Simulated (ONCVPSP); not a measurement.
**An all-electron radial function and its pseudo partner (strontium (Sr))**

Columns: radius, all-electron u(r) and pseudo u(r) of the 4p shell (level -23.14 eV) of strontium in the configuration [Ar] 3d10 4s2 4p6 5s1.75 5p0.25; PBEsol, scalar-relativistic, ONCV scheme, ONCVPSP 4.0.1.

```tsv
r (bohr)	all-electron	pseudo
0.128	0.2081	0.0217
0.255	-0.2830	0.0837
0.382	-0.4380	0.1791
0.510	-0.2494	0.2986
0.638	0.0627	0.4290
0.765	0.3616	0.5563
0.893	0.5987	0.6710
1.020	0.7594	0.7622
1.148	0.8531	0.8256
1.275	0.8911	0.8581
1.402	0.8883	0.8615
1.530	0.8566	0.8395
1.658	0.8063	0.7973
1.785	0.7457	0.7420
1.912	0.6801	0.6790
2.040	0.6130	0.6128
2.168	0.5476	0.5476
2.295	0.4862	0.4861
2.422	0.4292	0.4291
2.550	0.3767	0.3767
2.678	0.3295	0.3294
2.805	0.2876	0.2875
2.932	0.2504	0.2504
3.060	0.2174	0.2174
3.188	0.1884	0.1884
3.315	0.1633	0.1633
```

Question: How many radial nodes do the two functions have?

Answer: The all-electron 4p function has n − l − 1 = 2; the pseudo-wave has 0, since the states of the same l below it are removed with the core.

Question: At about which radius was the pseudo-wave matched?

Answer: 2.55 bohr. The columns agree to 0.0005 from 2.04 bohr on; several derivatives are matched, so the curves merge somewhat inside the radius.

Question: Is the pseudo-wave norm-conserving?

Answer: Yes: the ONCV scheme keeps the norm inside the radius equal to the all-electron one, which fixes the energy derivative of the logarithmic derivative at the level.
